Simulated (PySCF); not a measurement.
PySCF job for C₆H₃Cl, SMILES C#C/C=C(/Cl)C#C, TDA-PBE/def2-SVPD. Coordinates come from a PBE0-D3(BJ)/def2-SVP optimisation. The structure was generated by enumeration; whether it is a known compound was not checked.

```python
import numpy as np
from pyscf import gto, scf, dft, tdscf

mol = gto.M(
    atom='''
    C     0.38485367    3.15987932    0.00000000
    C     0.65861518    1.97662603    0.00000000
    C     1.01265039    0.60877261    0.00000000
    C     0.10694913   -0.39909620    0.00000000
    Cl    0.65920158   -2.04335764   -0.00000000
    C    -1.29904525   -0.22729160    0.00000000
    C    -2.50464554   -0.09332506    0.00000000
    H     0.13422880    4.20464653   -0.00000001
    H     2.07516591    0.34777445    0.00000000
    H    -3.57208707    0.03126839    0.00000000
    ''',
    basis='def2-SVPD',
    charge=0,
    spin=0,
    symmetry=True,
    max_memory=1600,
    verbose=4,
)
mf = dft.RKS(mol, xc='pbe').density_fit(auxbasis='def2-universal-jkfit')
mf.grids.level = 3
mf.conv_tol = 1e-9
mf.max_cycle = 100
mf.kernel()
mf.grids = dft.Grids(mol).set(level=1).build(with_non0tab=True)  # coarser grid for the response kernel
td = tdscf.TDA(mf)
td.singlet = True
td.nstates = 10
td.conv_tol = 1e-4
td.positive_eig_threshold = 1e-6
td.kernel(x0=td.get_init_guess(mf, 15))
td.analyze()
tt = tdscf.TDA(mf)
tt.singlet = False
tt.nstates = 4
tt.conv_tol = 1e-4
tt.positive_eig_threshold = 1e-6
tt.kernel(x0=tt.get_init_guess(mf, 9))
tt.analyze(verbose=3)
```

It prints:

```
PySCF version 2.14.0

[INPUT] verbose = 4
[INPUT] num. atoms = 10
[INPUT] num. electrons = 56
[INPUT] charge = 0
[INPUT] spin (= nelec alpha-beta = 2S) = 0
[INPUT] symmetry True subgroup None
[INPUT] Mole.unit = angstrom
[INPUT] Symbol           X                Y                Z      unit          X                Y                Z       unit  Magmom
[INPUT]  1 C      0.384853670000   3.159879320000   0.000000000000 AA    0.727268034334   5.971306501477   0.000000000000 Bohr   0.0
[INPUT]  2 C      0.658615180000   1.976626030000   0.000000000000 AA    1.244602311681   3.735281847386   0.000000000000 Bohr   0.0
[INPUT]  3 C      1.012650390000   0.608772610000   0.000000000000 AA    1.913631897034   1.150413505037   0.000000000000 Bohr   0.0
[INPUT]  4 C      0.106949130000  -0.399096200000   0.000000000000 AA    0.202104564961  -0.754182515355   0.000000000000 Bohr   0.0
[INPUT]  5 Cl     0.659201580000  -2.043357640000   0.000000000000 AA    1.245710447081  -3.861386314138   0.000000000000 Bohr   0.0
[INPUT]  6 C     -1.299045250000  -0.227291600000   0.000000000000 AA   -2.454839745917  -0.429518874414   0.000000000000 Bohr   0.0
[INPUT]  7 C     -2.504645540000  -0.093325060000   0.000000000000 AA   -4.733094109713  -0.176358803959   0.000000000000 Bohr   0.0
[INPUT]  8 H      0.134228800000   4.204646530000  -0.000000010000 AA    0.253655670029   7.945630392303  -0.000000018897 Bohr   0.0
[INPUT]  9 H      2.075165910000   0.347774450000   0.000000000000 AA    3.921495232934   0.657198463621   0.000000000000 Bohr   0.0
[INPUT] 10 H     -3.572087070000   0.031268390000   0.000000000000 AA   -6.750266255400   0.059088693456   0.000000000000 Bohr   0.0

nuclear repulsion = 273.571859112049
point group symmetry = Cs
symmetry origin: [-6.74902150e-10  3.03705997e-09 -3.37451094e-10]
symmetry axis x: [ 1.00000000e+00  5.66661596e-10 -1.63796035e-11]
symmetry axis y: [ 5.66661596e-10 -1.00000000e+00  2.39343572e-10]
symmetry axis z: [1.63796034e-11 2.39343571e-10 1.00000000e+00]
num. orbitals of irrep A' = 121
num. orbitals of irrep A" = 50
number of shells = 71
number of NR pGTOs = 255
number of NR cGTOs = 171
basis = def2-SVPD
ecp = {}


[settings echo left out]
init E= -690.478786361683
HOMO (A") = -0.273602761996002  LUMO (A") = -0.147302774083932  gap/eV = 3.43680
cycle= 1 E= -689.633039731136  delta_E= 0.846  |g|= 0.496  |ddm|= 16.6
HOMO (A") = -0.165940560506986  LUMO (A") = -0.0682259914992955  gap/eV = 2.65895
cycle= 2 E= -689.514440921925  delta_E= 0.119  |g|= 0.792  |ddm|=  3.9
HOMO (A") = -0.208738264105206  LUMO (A") = -0.0914667332282537  gap/eV = 3.19112
cycle= 3 E= -689.665096923102  delta_E= -0.151  |g|= 0.335  |ddm|= 2.55
HOMO (A") = -0.220865242202546  LUMO (A") = -0.107570099245129  gap/eV = 3.08292
cycle= 4 E= -689.69841513574  delta_E= -0.0333  |g|= 0.108  |ddm|= 0.89
HOMO (A") = -0.220586275692841  LUMO (A") = -0.106698653823039  gap/eV = 3.09904
cycle= 5 E= -689.700415809194  delta_E= -0.002  |g|= 0.0598  |ddm|= 0.241
HOMO (A") = -0.220122860050145  LUMO (A") = -0.106361843710217  gap/eV = 3.09559
cycle= 6 E= -689.701180296724  delta_E= -0.000764  |g|= 0.0279  |ddm|= 0.141
HOMO (A") = -0.219279646530077  LUMO (A") = -0.10553885015987  gap/eV = 3.09504
cycle= 7 E= -689.701417171476  delta_E= -0.000237  |g|= 0.00417  |ddm|= 0.0626
HOMO (A") = -0.219516099319851  LUMO (A") = -0.105783781565175  gap/eV = 3.09481
cycle= 8 E= -689.70141942812  delta_E= -2.26e-06  |g|= 0.00338  |ddm|= 0.0152
HOMO (A") = -0.219527440434121  LUMO (A") = -0.105809431812083  gap/eV = 3.09442
cycle= 9 E= -689.701422290434  delta_E= -2.86e-06  |g|= 0.00072  |ddm|= 0.00489
HOMO (A") = -0.219518408073771  LUMO (A") = -0.10578535502162  gap/eV = 3.09483
cycle= 10 E= -689.701422429758  delta_E= -1.39e-07  |g|= 0.000203  |ddm|= 0.0015
HOMO (A") = -0.219524685931707  LUMO (A") = -0.105793284372254  gap/eV = 3.09479
cycle= 11 E= -689.701422442062  delta_E= -1.23e-08  |g|= 3.36e-05  |ddm|= 0.000483
HOMO (A") = -0.219520754170947  LUMO (A") = -0.105789870097966  gap/eV = 3.09477
cycle= 12 E= -689.701422442349  delta_E= -2.87e-10  |g|= 1.38e-05  |ddm|= 0.00013
HOMO (A") = -0.219522753534934  LUMO (A") = -0.105791436606082  gap/eV = 3.09479
Extra cycle  E= -689.701422442278  delta_E= 7.07e-11  |g|= 2.11e-05  |ddm|= 7.63e-05
converged SCF energy = -689.701422442278
tot grids = 44816
Overwritten attributes  positive_eig_threshold  of <class 'pyscf.tdscf.rks.TDA'>


******** <class 'pyscf.tdscf.rks.TDA'> for <class 'pyscf.df.df_jk.DFSymAdaptedRKS'> ********
nstates = 10 singlet
deg_eia_thresh = 1.000e-03
wfnsym = None
conv_tol = 0.0001
eigh lindep = 1e-12
eigh level_shift = 0
eigh max_cycle = 100


Excitation energies (eV)
[4.25168555 4.48643433 4.55395163 4.61486896 5.18349961 5.2677463
 5.68052982 5.72647921 5.83367738 6.22403476]

** Singlet excitation energies and oscillator strengths **
Excited State   1:   A"      4.25169 eV    291.61 nm  f=0.0001
      27 -> 29       -0.70281
Excited State   2:   A"      4.48643 eV    276.35 nm  f=0.0000
      26 -> 29        0.70614
Excited State   3:   A"      4.55395 eV    272.26 nm  f=0.0000
      28 -> 30        0.70130
Excited State   4:   A'      4.61487 eV    268.66 nm  f=0.4529
      22 -> 29        0.11432
      27 -> 30        0.17402
      28 -> 29        0.63971
Excited State   5:   A'      5.18350 eV    239.19 nm  f=0.0383
      23 -> 29       -0.11275
      25 -> 29        0.62939
      26 -> 30        0.22570
      27 -> 30        0.11687
      28 -> 33       -0.13129
Excited State   6:   A"      5.26775 eV    235.36 nm  f=0.0000
      24 -> 29       -0.70668
Excited State   7:   A"      5.68053 eV    218.26 nm  f=0.0004
      28 -> 31        0.70624
Excited State   8:   A'      5.72648 eV    216.51 nm  f=0.1123
      23 -> 29       -0.44400
      26 -> 30       -0.20676
      27 -> 30        0.45910
      28 -> 29       -0.14675
Excited State   9:   A'      5.83368 eV    212.53 nm  f=0.0015
      23 -> 29       -0.46344
      26 -> 30        0.20789
      27 -> 30       -0.38614
      27 -> 31        0.15278
      28 -> 33        0.22577
Excited State  10:   A"      6.22403 eV    199.20 nm  f=0.0002
      25 -> 30        0.68672
      28 -> 32        0.12739

** Transition electric dipole moments (AU) **
state          X           Y           Z        Dip. S.      Osc.
  1        -0.0000     -0.0000     -0.0246      0.0006      0.0001
  2        -0.0000      0.0000      0.0028      0.0000      0.0000
  3        -0.0000      0.0000     -0.0086      0.0001      0.0000
  4         0.9542      1.7593      0.0000      4.0056      0.4529
  5         0.5188     -0.1793      0.0000      0.3013      0.0383
  6         0.0000     -0.0000     -0.0092      0.0001      0.0000
  7        -0.0000     -0.0000     -0.0539      0.0029      0.0004
  8        -0.3335     -0.8302      0.0000      0.8004      0.1123
  9         0.0413      0.0928      0.0000      0.0103      0.0015
 10        -0.0000      0.0000      0.0373      0.0014      0.0002

** Transition velocity dipole moments (imaginary part, AU) **
state          X           Y           Z        Dip. S.      Osc.
  1         0.0000      0.0000     -0.0007      0.0000      0.0000
  2         0.0000     -0.0000      0.0048      0.0000      0.0001
  3        -0.0000      0.0000      0.0410      0.0017      0.0067
  4        -0.0046      0.0373     -0.0000      0.0014      0.0055
  5         0.0001      0.0014      0.0000      0.0000      0.0000
  6         0.0000      0.0000     -0.0116      0.0001      0.0005
  7         0.0000      0.0000     -0.0076      0.0001      0.0002
  8        -0.0052     -0.0623      0.0000      0.0039      0.0124
  9         0.0324      0.0076      0.0000      0.0011      0.0034
 10        -0.0000     -0.0000     -0.0050      0.0000      0.0001

** Transition magnetic dipole moments (imaginary part, AU) **
state          X           Y           Z
  1        -0.0930     -0.4666      0.0000
  2         0.3930     -0.1523      0.0000
  3         0.1807      0.0719      0.0000
  4         0.0000     -0.0000     -0.2781
  5        -0.0000      0.0000     -0.2591
  6         0.2487     -0.3265     -0.0000
  7        -0.1948      0.2598     -0.0000
  8        -0.0000      0.0000     -0.1181
  9        -0.0000     -0.0000     -0.0066
 10        -0.0123     -0.0006     -0.0000


******** <class 'pyscf.tdscf.rks.TDA'> for <class 'pyscf.df.df_jk.DFSymAdaptedRKS'> ********
nstates = 4 triplet
deg_eia_thresh = 1.000e-03
wfnsym = None
conv_tol = 0.0001
eigh lindep = 1e-12
eigh level_shift = 0
eigh max_cycle = 100


Excitation energies (eV)
[2.54840684 4.02884154 4.26362429 4.35270798]

** Triplet excitation energies and oscillator strengths **
Excited State   1:   A'      2.54841 eV    486.52 nm  f=0.0000
Excited State   2:   A"      4.02884 eV    307.74 nm  f=0.0000
Excited State   3:   A"      4.26362 eV    290.80 nm  f=0.0000
Excited State   4:   A"      4.35271 eV    284.84 nm  f=0.0000
```

Self-consistency was reached.
